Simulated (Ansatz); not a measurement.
Si17H24⁻, a nanocrystal cut from cubic silicon, relaxed as a doublet with UKS PBE-D4/def2-SVP in Ansatz, starting from the PBE-D4/def2-SVP geometry of the neutral singlet. Force threshold 0.03 eV/Å.

Single mean-field runs in def2-SVP are fitted with def2-universal-jkfit.

Start:

```xyz
41

Si   -0.271   -3.875   -2.210
Si    2.487   -0.531   -1.892
Si   -2.629    3.029    0.502
Si    1.065    2.683   -0.483
Si   -1.285   -0.305   -0.918
Si    1.053   -2.482    1.193
Si   -0.283    0.844    2.616
Si    3.418    0.481    1.653
Si   -1.911   -2.181   -2.192
Si   -3.129    1.156   -0.835
Si    0.561    0.821   -1.834
Si    0.459   -4.403   -0.031
Si    2.905   -1.360    0.272
Si   -0.773    4.152   -0.413
Si   -2.123    2.311    2.687
Si    1.578    1.951    1.695
Si   -0.785   -1.015    1.266
H    -0.844   -5.118   -2.848
H     0.903   -3.427   -3.042
H     3.659    0.328   -2.302
H     2.354   -1.651   -2.892
H    -3.815    3.965    0.542
H     2.273    3.388   -1.056
H     1.418   -2.887    2.603
H     0.068    0.368    4.007
H     4.638    1.195    1.125
H     3.716    0.001    3.052
H    -2.228   -1.754   -3.604
H    -3.172   -2.743   -1.581
H    -3.484    1.600   -2.233
H    -4.311    0.412   -0.261
H     0.201    1.294   -3.224
H     1.622   -5.361   -0.104
H    -0.671   -5.091    0.694
H     4.083   -2.306    0.231
H    -1.102    4.626   -1.807
H    -0.437    5.357    0.430
H    -1.795    3.503    3.552
H    -3.318    1.609    3.282
H     1.900    3.158    2.547
H    -1.993   -1.742    1.814
```

Problem. Estimate the energy that the relaxation releases and the steps that it takes.

Solution. 0.44 eV, in 12 steps; 77 s on 2 threads of AMD EPYC 7R13 on a shared host and a share (18 GiB) of an NVIDIA H100 80GB HBM3. The force fell under the threshold at step 9, but the optimiser went on and released 0.006 eV more. No frequencies were taken in this run, so the end may be a saddle point.

Problem. Does the start keep its bonding and symmetry?

Solution. By distances, no bond broke or formed. The bond that changes most is Si5–Si9, from 2.35 to 2.45 Å (atoms count from 1).

Problem. Predict the relaxed structure.

Solution. 
```xyz
41

Si    0.083   -4.227   -2.191
Si    2.244   -0.486   -2.012
Si   -2.660    3.324    0.678
Si    0.950    2.683   -0.521
Si   -1.558   -0.307   -1.127
Si    0.854   -2.454    1.117
Si   -0.414    0.787    2.501
Si    3.298    0.404    1.512
Si   -1.503   -2.456   -2.296
Si   -3.154    1.469   -0.710
Si    0.325    0.870   -1.888
Si    0.518   -4.551    0.097
Si    2.703   -1.394    0.112
Si   -0.735    4.306   -0.253
Si   -2.084    2.425    2.774
Si    1.476    1.889    1.632
Si   -0.988   -0.981    1.052
H    -0.245   -5.586   -2.800
H     1.396   -3.813   -2.815
H     3.440    0.363   -2.403
H     2.143   -1.576   -3.050
H    -3.675    4.440    0.914
H     2.189    3.346   -1.098
H     1.234   -2.680    2.571
H    -0.047    0.219    3.860
H     4.522    1.122    0.985
H     3.650   -0.104    2.894
H    -1.762   -2.186   -3.768
H    -2.767   -3.138   -1.798
H    -3.561    2.042   -2.055
H    -4.408    0.832   -0.143
H     0.072    1.434   -3.274
H     1.735   -5.417    0.346
H    -0.647   -5.253    0.762
H     3.871   -2.355    0.027
H    -1.076    4.922   -1.594
H    -0.203    5.432    0.609
H    -1.586    3.490    3.727
H    -3.310    1.814    3.420
H     1.837    3.060    2.524
H    -2.160   -1.708    1.683
```
Bond lengths: 22 × Si–Si 2.35 to 2.45 Å; 24 × H–Si 1.51 to 1.53 Å.
